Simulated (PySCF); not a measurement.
PySCF job for B(CCH)(Cl)(Me) (C3H4BCl), SMILES C#CB(C)Cl, PBE0-D3(BJ)/def2-SVP. The structure is a stationary point at PBE0-D3(BJ)/def2-SVP. The structure was generated by enumeration, and PubChem lists no compound with its InChIKey, so it may never have been made.

```python
import numpy as np
from pyscf import gto, scf, dft, df
from pyscf.hessian import thermo

mol = gto.M(
    atom='''
    B     0.24456054   -0.14850860    0.20730005
    C    -1.04944806   -0.90035019   -0.08256280
    C    -2.07523796   -1.52071257   -0.29808875
    H    -2.98431344   -2.06161486   -0.49325445
    Cl    0.41513775    1.46405024   -0.48597537
    C     1.39878793   -0.77528483    1.04881036
    H     2.16618303   -0.05171928    1.35397552
    H     1.88504525   -1.54795331    0.42470584
    H     1.00832911   -1.30693808    1.93070128
    ''',
    basis='def2-SVP',
    charge=0,
    spin=0,
    max_memory=1600,
    verbose=3,
)
mf = dft.RKS(mol, xc='pbe0').density_fit(auxbasis='def2-universal-jkfit')
mf.disp = 'd3bj'
mf.grids.level = 3
mf.conv_tol = 1e-11
mf.max_cycle = 100
mf.kernel()

# [left out here: the lines that compute and print the analytic Hessian (its translational invariance restored by hand, since the grid's response is missing), thermochemistry and intensities]
```

It prints:

```
converged SCF energy = -601.192811047897

WARN: DFTD3 does not support analytical Hessian, using finite difference


WARN: Mole.unit (angstrom) is changed to Bohr

Mode                                 0                   1                   2
Irrep
Freq [cm^-1]                       39.3062            144.7620            206.1372
Reduced mass [au]                   1.0401              4.1794              3.5394
Force const [Dyne/A]                0.0009              0.0516              0.0886
Char temp [K]                      56.5528            208.2803            296.5856
Normal mode                   x     y     z       x     y     z       x     y     z
       0   B                 0.02 -0.00 -0.02   -0.05  0.04 -0.04   -0.05  0.05  0.10
       1   C                 0.01 -0.01 -0.01   -0.04  0.03 -0.03   -0.08  0.07  0.15
       2   C                 0.01 -0.01 -0.01    0.04 -0.14  0.08    0.05 -0.04 -0.10
       3   H                 0.01 -0.01 -0.01    0.10 -0.28  0.18    0.15 -0.14 -0.31
       4  Cl                -0.01  0.01  0.01    0.06  0.05  0.00    0.01 -0.01 -0.02
       5   C                 0.00 -0.01 -0.01   -0.10 -0.04 -0.03    0.02 -0.02 -0.04
       6   H                 0.26 -0.13 -0.40   -0.07 -0.09  0.03    0.10 -0.06 -0.13
       7   H                -0.36 -0.45  0.26   -0.12 -0.03 -0.05   -0.10 -0.00 -0.15
       8   H                -0.05  0.48  0.28   -0.15 -0.06 -0.07    0.13 -0.04 -0.01
Mode                                 3                   4                   5
Irrep
Freq [cm^-1]                      286.0063            459.7567            473.8662
Reduced mass [au]                   3.3139              4.6881              2.8218
Force const [Dyne/A]                0.1597              0.5838              0.3733
Char temp [K]                     411.4994            661.4876            681.7880
Normal mode                   x     y     z       x     y     z       x     y     z
       0   B                 0.07  0.03  0.02   -0.04  0.04  0.06    0.06 -0.07 -0.14
       1   C                 0.08  0.04  0.02    0.07 -0.20  0.06   -0.04 -0.03  0.15
       2   C                 0.08  0.05  0.02   -0.05  0.01 -0.02   -0.02 -0.01 -0.03
       3   H                 0.08  0.05  0.01   -0.14  0.19 -0.08   -0.00  0.01 -0.18
       4  Cl                -0.06  0.02 -0.04    0.03  0.05 -0.02    0.01  0.04  0.00
       5   C                -0.04 -0.14  0.05   -0.04  0.00 -0.01    0.00 -0.02 -0.01
       6   H                 0.04 -0.29  0.22    0.07 -0.11 -0.03   -0.14  0.07  0.15
       7   H                -0.09 -0.13 -0.00   -0.19  0.02 -0.16    0.25 -0.08  0.27
       8   H                -0.20 -0.20 -0.06    0.02 -0.08 -0.03   -0.25  0.10 -0.04
Mode                                 6                   7                   8
Irrep
Freq [cm^-1]                      583.9961            697.5215            783.5723
Reduced mass [au]                   5.0035              1.3136              1.3227
Force const [Dyne/A]                1.0054              0.3765              0.4785
Char temp [K]                     840.2404           1003.5782           1127.3861
Normal mode                   x     y     z       x     y     z       x     y     z
       0   B                 0.01 -0.05  0.07   -0.00 -0.00  0.00   -0.00  0.00  0.00
       1   C                -0.09 -0.00 -0.06   -0.02  0.05 -0.03   -0.02  0.02  0.05
       2   C                -0.08 -0.05 -0.01    0.05 -0.10  0.07    0.06 -0.05 -0.11
       3   H                -0.07 -0.10  0.04   -0.29  0.66 -0.47   -0.36  0.35  0.70
       4  Cl                 0.00  0.07 -0.03   -0.00  0.00 -0.00    0.00  0.00 -0.00
       5   C                 0.12 -0.08  0.09   -0.00 -0.00  0.00   -0.00 -0.00 -0.00
       6   H                 0.10 -0.03  0.03   -0.01  0.01 -0.01   -0.01  0.00  0.00
       7   H                 0.15 -0.06  0.09    0.01  0.00  0.00    0.01 -0.00  0.01
       8   H                 0.22 -0.07  0.14    0.01  0.00  0.01   -0.00  0.00  0.00
Mode                                 9                  10                  11
Irrep
Freq [cm^-1]                      817.2687            829.0745           1072.0435
Reduced mass [au]                   1.6286              1.8787              3.9134
Force const [Dyne/A]                0.6409              0.7609              2.6499
Char temp [K]                    1175.8677           1192.8536           1542.4320
Normal mode                   x     y     z       x     y     z       x     y     z
       0   B                 0.06  0.08 -0.01    0.08 -0.08 -0.12    0.00 -0.22  0.11
       1   C                -0.05 -0.01 -0.02   -0.02  0.02  0.03    0.00  0.03 -0.01
       2   C                -0.06 -0.04 -0.01    0.00 -0.00 -0.00    0.03  0.01  0.01
       3   H                -0.07 -0.03 -0.02    0.01 -0.02 -0.02    0.04 -0.01  0.03
       4  Cl                -0.00 -0.02  0.01   -0.00  0.01  0.01    0.00  0.03 -0.01
       5   C                 0.08  0.09  0.00   -0.05  0.04  0.10   -0.00  0.07 -0.04
       6   H                 0.34 -0.34  0.35    0.19 -0.10 -0.16   -0.02  0.03  0.05
       7   H                -0.20 -0.06 -0.04   -0.34  0.18 -0.34   -0.21 -0.03 -0.08
       8   H                -0.34 -0.02 -0.24    0.30 -0.23  0.08   -0.30  0.04 -0.19
Mode                                12                  13                  14
Irrep
Freq [cm^-1]                     1163.0975           1321.9311           1414.1678
Reduced mass [au]                   3.0052              1.6177              1.0506
Force const [Dyne/A]                2.3953              1.6656              1.2379
Char temp [K]                    1673.4384           1901.9646           2034.6726
Normal mode                   x     y     z       x     y     z       x     y     z
       0   B                -0.22 -0.06 -0.08   -0.09  0.02 -0.06   -0.01 -0.03  0.01
       1   C                 0.03  0.01  0.01    0.01 -0.00  0.00    0.00  0.00 -0.00
       2   C                 0.06  0.04  0.01    0.02  0.01  0.00    0.00  0.00  0.00
       3   H                 0.07  0.05  0.01    0.02  0.02  0.00    0.00  0.00  0.00
       4  Cl                 0.00  0.00  0.00    0.00 -0.00  0.00    0.00  0.00 -0.00
       5   C                 0.05  0.03  0.02    0.12 -0.07  0.07   -0.05 -0.02  0.01
       6   H                 0.24 -0.25  0.22   -0.18  0.28 -0.04    0.37 -0.36 -0.21
       7   H                 0.05 -0.11  0.18   -0.23  0.13 -0.43    0.48  0.45 -0.16
       8   H                 0.16 -0.13 -0.01   -0.39  0.25  0.04   -0.25  0.32  0.11
Mode                                15                  16                  17
Irrep
Freq [cm^-1]                     1430.2247           2185.1265           3046.6836
Reduced mass [au]                   1.0745              5.9670              1.0426
Force const [Dyne/A]                1.2950             16.7864              5.7018
Char temp [K]                    2057.7749           3143.9105           4383.4994
Normal mode                   x     y     z       x     y     z       x     y     z
       0   B                -0.02  0.02 -0.00    0.03  0.02  0.01   -0.00  0.00 -0.00
       1   C                 0.00 -0.00 -0.00   -0.19 -0.11 -0.04   -0.00 -0.00  0.00
       2   C                 0.00  0.00  0.00    0.14  0.08  0.03    0.00  0.00  0.00
       3   H                 0.00  0.00  0.00    0.26  0.15  0.05    0.00  0.00  0.00
       4  Cl                -0.00 -0.00  0.00    0.00  0.00 -0.00    0.00  0.00 -0.00
       5   C                 0.02  0.02  0.06   -0.00 -0.00 -0.00    0.04 -0.04  0.01
       6   H                 0.15  0.16 -0.61   -0.00  0.00 -0.00   -0.28 -0.28 -0.11
       7   H                 0.11 -0.07  0.23    0.00 -0.00  0.00   -0.33  0.52  0.43
       8   H                -0.32 -0.45 -0.37    0.00  0.00  0.00    0.18  0.22 -0.38
Mode                                18                  19                  20
Irrep
Freq [cm^-1]                     3131.9420           3185.4999           3476.4068
Reduced mass [au]                   1.0929              1.1042              1.1599
Force const [Dyne/A]                6.3165              6.6019              8.2590
Char temp [K]                    4506.1672           4583.2251           5001.7753
Normal mode                   x     y     z       x     y     z       x     y     z
       0   B                 0.00 -0.00 -0.00   -0.00  0.00 -0.00    0.00  0.00  0.00
       1   C                -0.00 -0.00  0.00   -0.00  0.00  0.00   -0.02 -0.01 -0.01
       2   C                 0.00  0.00  0.00   -0.00 -0.00  0.00    0.09  0.05  0.02
       3   H                 0.00  0.00 -0.00   -0.00 -0.00 -0.00   -0.78 -0.46 -0.17
       4  Cl                 0.00  0.00 -0.00   -0.00 -0.00  0.00   -0.00 -0.00 -0.00
       5   C                 0.02 -0.02 -0.08    0.06  0.07 -0.00   -0.00 -0.00  0.00
       6   H                 0.21  0.19  0.07   -0.57 -0.54 -0.23   -0.00  0.00 -0.00
       7   H                -0.26  0.41  0.31    0.07 -0.09 -0.08    0.00  0.00  0.00
       8   H                -0.24 -0.35  0.56   -0.16 -0.21  0.37    0.00  0.00  0.00
temperature 298.1500 [K]
pressure 101325.00 [Pa]
Rotational constants [GHz] 5.60210 2.76542 1.87282
Symmetry number 1
Zero-point energy (ZPE) 0.06094 [Eh]   159990.908 [J/mol]
                           tot       elec      trans        rot        vib
Entropy [J/mol/K]       337.868      0.000    164.346    112.162     61.360
Cv [J/mol/K]             86.648      0.000     12.472     12.472     61.704
Cp [J/mol/K]             94.962      0.000     20.786     12.472     61.704
Internal energy [J/mol]                      3718.434   3718.434 169390.439
Internal energy [Eh]   -601.12546  -601.19281
Enthalpy [J/mol]                             6197.391   3718.434 169390.439
Enthalpy [Eh]          -601.12452
Gibbs free energy [J/mol]                  -42802.400 -29722.533 151095.878
Gibbs free energy [Eh] -601.16288
mode   freq/cm-1   IR/(km/mol)
   1       39.31         0.775
   2      144.76         1.318
   3      206.14         3.836
   4      286.01         0.892
   5      459.76         4.626
   6      473.87         5.224
   7      584.00        16.275
   8      697.52        38.133
   9      783.57        24.924
  10      817.27        15.817
  11      829.07        28.872
  12     1072.04       246.479
  13     1163.10       147.170
  14     1321.93       120.587
  15     1414.17         1.059
  16     1430.22         7.203
  17     2185.13        98.487
  18     3046.68         1.128
  19     3131.94         1.896
  20     3185.50         4.525
  21     3476.41        48.614
max |gradient| / (hartree/bohr): 3.28459026904826e-05
APT charges: [ 1.1412 -0.4747 -0.1514  0.222  -0.4822 -0.3762  0.0284  0.0492  0.0438]
```

The run converged.

Cost: about 80 core-seconds (a rough figure).
